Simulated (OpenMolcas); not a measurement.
Tc5+ (d2) among equal point charges was computed by CASSCF with the d shell active (OpenMolcas, ANO-RCC-VDZP on the metal). Its lowest spin-free states, and all those of the highest spin:

```csv
2S+1,Degeneracy,E (cm-1)
3,1,0.0
3,2,1363
3,1,7863
3,2,8904
1,1,13399
1,1,13935
1,2,15263
1,1,16273
3,1,17613
3,2,20437
1,2,23978
1,1,24113
3,1,24810
```

Task: Is the site octahedral, tetrahedral or cube-like, axial, or of lower symmetry?

Result: The states with 2S+1 = 3 have orbital degeneracies 1, 2, 1, 2, 1, 2, 1. There are pairs but no triples, so the site is axial: not cubic, but with a proper or improper axis of order three or more. The run had Tc5+ among 6 point charges of -1.5 e arranged as a tetragonal octahedron (D4h), 1.8 Å from the ion, with the axial distance 1.926 Å.

Without dynamic correlation the repulsion within the d shell is too large (B by tens of per cent), so at a given field states of lower spin stand too high. Point charges carry no covalency, so the field is a model and not that of real ligands. No measured value stands beside these numbers.
